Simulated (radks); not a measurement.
Species: the barium ion Ba31+. Configuration: [Ar] 3d7. Calculated with a radial shooting solver on a logarithmic mesh with Libxc functionals: Dirac Kohn-Sham, PBE, spin-unpolarised, spherical densities, point nucleus; open shells are shared between the two j in proportion to 2j + 1.

Spin-orbit splittings of the eigenvalues, e(l+1/2) - e(l-1/2), with zeta = 2 splitting/(2l+1) and mean radii in bohr:

shell  occ.  splitting (eV)  zeta (eV)  <r> j=l-1/2  <r> j=l+1/2
2p        6           384.8      256.5      0.09153      0.09744
3p        6           82.09      54.73       0.2689       0.2793
3d        7               ?          ?       0.2471       0.2503

Estimate the 3d splitting.

Answer. 18.33 eV (zeta = 7.334 eV).
